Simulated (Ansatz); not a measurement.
Two isomers of CH5FGeOSi: A = `F[C@@H]1[O][Ge@H]1[SiH3]`, B = `F[CH]1O[SiH2][GeH2]1`.

Isolated molecules relaxed with PBE0-D4/def2-TZVP in Ansatz; ΔE leaves out vibrations. CCSD(T)/CBS is the MP2 limit (def2-TZVPP, def2-QZVPP) plus CCSD(T) − MP2 in def2-TZVPP, frozen cores. DFT in def2-TZVPP. B3LYP here is the variant with VWN-RPA as its local correlation; programs differ in this. For Ge outer-core shells are correlated without core-valence functions, which leaves a few kJ/mol of doubt a bond. Scalar relativity is left out up to krypton.

Question: Which is lower in electronic energy at CCSD(T)/CBS, and by how much? (Best estimate.)

Answer: Computed: B, by 112.2 kJ/mol.

Question: Give E(B) − E(A) in kJ/mol with B3LYP, PBE0-D4, r2SCAN-D4, MP2/def2-TZVPP, B2PLYP, CCSD(T)/def2-TZVPP, HF/def2-TZVPP. (An estimate is asked.)

Answer: Computed: B3LYP -103.4, PBE0-D4 -109.4, r2SCAN-D4 -101.0, MP2/def2-TZVPP -112.4, B2PLYP -107.3, CCSD(T)/def2-TZVPP -111.9, HF/def2-TZVPP -137.6. None reverses the order clearly.

Largest T1 diagnostic: 0.016.

From PBE to PBE0 (25 % exact exchange), in def2-TZVPP and without D4, E(B) − E(A) moves by −17.7 kJ/mol. In def2-TZVPP, CCSD(T) changes the Hartree–Fock value by +25.7 kJ/mol (the triples alone add +7.1 kJ/mol) and MP2 by +25.3 kJ/mol.
